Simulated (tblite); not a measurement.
Compound: C₂H₆O₂Si.
Bonds: O1–C2 (double), C2–C3, C3–Si4, Si4–O5. Hydrogens: H6 on C2; H7, H8 on C3; H9, H10 on Si4; H11 on O5.

Computed with GFN2-xTB (tblite), gas phase: L-BFGS steps from a force-field or distance-geometry start until the largest atomic force falls under 0.01 eV/Å.

Step 13: E = -468.6959 eV
```
atom  x, y, z in Å  |  force x, y, z in eV/Å
O1     -0.8671   -1.4370   -1.3939   -0.081  -0.193  -0.079
C2     -1.3420   -0.6525   -0.6150    0.089   0.027   0.087
C3     -0.6714   -0.1775    0.6115   -0.104   0.141  -0.007
Si4     0.8446    0.8724    0.0047   -0.070  -0.107   0.050
O5      2.1501   -0.0773   -0.0390    0.124   0.033   0.058
H6     -2.3223   -0.1713   -0.8162    0.050  -0.026  -0.058
H7     -0.2883   -1.0151    1.1959    0.003   0.059  -0.086
H8     -1.3710    0.3891    1.2180    0.103   0.047   0.075
H9      0.6159    1.3368   -1.3561   -0.025   0.085   0.017
H10     1.1042    1.9363    0.9705   -0.054  -0.022   0.014
H11     2.1527   -1.0014    0.1937   -0.033  -0.044  -0.070
```

Step 14: E = -468.7001 eV
```
atom  x, y, z in Å  |  force x, y, z in eV/Å
O1     -0.8815   -1.4509   -1.3877   -0.050  -0.192  -0.004
C2     -1.3465   -0.6588   -0.6093    0.092   0.047  -0.100
C3     -0.6711   -0.1746    0.6097   -0.100   0.041  -0.012
Si4     0.8460    0.8746    0.0080   -0.045  -0.111   0.033
O5      2.1554   -0.0711   -0.0330    0.089  -0.018   0.083
H6     -2.3207   -0.1704   -0.8234    0.039  -0.015   0.007
H7     -0.2852   -1.0115    1.1937    0.006   0.060  -0.070
H8     -1.3757    0.3848    1.2137    0.094   0.107   0.121
H9      0.6280    1.3440   -1.3510   -0.051   0.089  -0.021
H10     1.1069    1.9369    0.9721   -0.055   0.000   0.045
H11     2.1498   -1.0005    0.1812   -0.020  -0.008  -0.082
```

Step 15: E = -468.7048 eV
```
atom  x, y, z in Å  |  force x, y, z in eV/Å
O1     -0.8978   -1.4691   -1.3807   -0.015  -0.148   0.106
C2     -1.3498   -0.6648   -0.6052    0.064   0.031  -0.276
C3     -0.6723   -0.1707    0.6073   -0.057  -0.075  -0.026
Si4     0.8468    0.8748    0.0119    0.028  -0.079  -0.004
O5      2.1631   -0.0651   -0.0247    0.007  -0.014   0.101
H6     -2.3180   -0.1698   -0.8313    0.025   0.008   0.057
H7     -0.2818   -1.0065    1.1899    0.004   0.049  -0.045
H8     -1.3787    0.3826    1.2117    0.072   0.156   0.143
H9      0.6396    1.3534   -1.3454   -0.070   0.077  -0.033
H10     1.1083    1.9373    0.9744   -0.057   0.004   0.064
H11     2.1461   -0.9996    0.1662   -0.001  -0.010  -0.087
```

Question: Estimate the geometry and energy of step 16. (The exact step hangs on the optimiser's Hessian estimate; all steps are aligned on step 15, rigid shifts and turns removed.)

Answer: E = -468.7108 eV, largest force 0.387 eV/Å
```
atom  x, y, z in Å  |  force x, y, z in eV/Å
O1     -0.9182   -1.4956   -1.3700    0.022  -0.066   0.221
C2     -1.3533   -0.6711   -0.6039    0.019  -0.020  -0.386
C3     -0.6753   -0.1664    0.6034    0.012  -0.168  -0.047
Si4     0.8486    0.8734    0.0166    0.087   0.015  -0.050
O5      2.1737   -0.0576   -0.0123   -0.087  -0.075   0.126
H6     -2.3145   -0.1689   -0.8412    0.011   0.041   0.081
H7     -0.2771   -0.9993    1.1842   -0.007   0.020  -0.013
H8     -1.3802    0.3830    1.2118    0.057   0.178   0.121
H9      0.6523    1.3670   -1.3385   -0.083   0.047  -0.023
H10     1.1081    1.9374    0.9785   -0.060  -0.010   0.071
H11     2.1412   -0.9992    0.1455    0.030   0.037  -0.102
```

The energy changes by -0.0060 eV. The first-order estimate −F·Δx gives -0.0080 eV and the mean of the old and new forces, exact on a quadratic surface, -0.0059 eV. The step makes an angle of 71° with the force vector and moves no atom by more than 0.035 Å.

What follows is the cost of the whole relaxation. Time: 0.76 s of wall time. Hardware: Arm Neoverse N1, one thread (shared host).
